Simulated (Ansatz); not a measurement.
Relaxation of BCl2H3N (7 atoms, charge 0, multiplicity 2), to a largest force component of 0.03 eV/Å in at most 50 steps.

The calculation used UHF/6-31G* in Ansatz.

```xyz
7
Properties=species:S:1:pos:R:3
B -0.054 -0.007 -0.037
Cl 0.084 -0.900 1.562
H 0.921 0.503 -0.466
N -1.276 0.031 -0.674
H -2.097 -0.403 -0.313
H -1.401 0.496 -1.547
Cl -0.090 0.280 4.584
```

Q: Where does it end, and by what steps?

A: It converged. After 6 steps the energy has fallen by 0.054 eV; Cl2 moved furthest, 0.35 Å.

```
step  energy less start (eV)  largest force component (eV/Å)  accepted
   0                  0.0000                           0.896       yes
   1                 -0.0184                           0.518       yes
   2                 -0.0355                           0.114       yes
   3                 -0.0455                           0.116       yes
   4                 -0.0486                           0.050       yes
   5                 -0.0513                           0.231       yes
   6                 -0.0541                           0.012       yes
```

```xyz
7
Properties=species:S:1:pos:R:3
B -0.050 -0.071 -0.055
Cl 0.141 -1.169 1.345
H 0.896 0.538 -0.419
N -1.279 0.039 -0.675
H -2.090 -0.463 -0.387
H -1.423 0.637 -1.458
Cl -0.110 0.489 4.759
```

Whether the end is a true minimum wasn't checked by a vibrational analysis.

Run time: 26 s on 1 thread of Arm Neoverse V1, on a shared host, peak memory 0.22 GiB.
